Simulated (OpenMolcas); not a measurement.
Tm2+ among 6 point charges of -0.5 e arranged as a tetragonal octahedron (D4h). The axial distance is 1.07 times the equatorial one, R.

```
Program             : OpenMolcas
Method              : CASSCF
Basis               : ANO-RCC-VDZP [7s6p4d2f1g]
Scalar Hamiltonian  : DKH2, point nucleus
Active space        : 13 electrons in 7 orbitals (4f)
State averaging     : 2S+1 = 2 odd, 7 roots
Spin-orbit coupling : RASSI with atomic mean-field integrals over the reference wave functions
```

All point charges move together. At R = 2.58 Å the width of the lowest J multiplet is 167 cm-1, and at R = 2.74 Å it is 134 cm-1.

**Question.** A third run gives 89 cm-1. What distance was it run at?

**Answer.** With a power law R^-n the two known points give n = -ln(134 / 167) / ln(2.74 / 2.58) = 3.66. Then R = 2.58 × (167 / 89)^(1/3.66) = 3.064 Å. The run was at 3.07 Å, so the estimate is off by -0.006 Å.

Point charges carry no covalency, so the field is a model and not that of real ligands. No measured value stands beside these numbers.
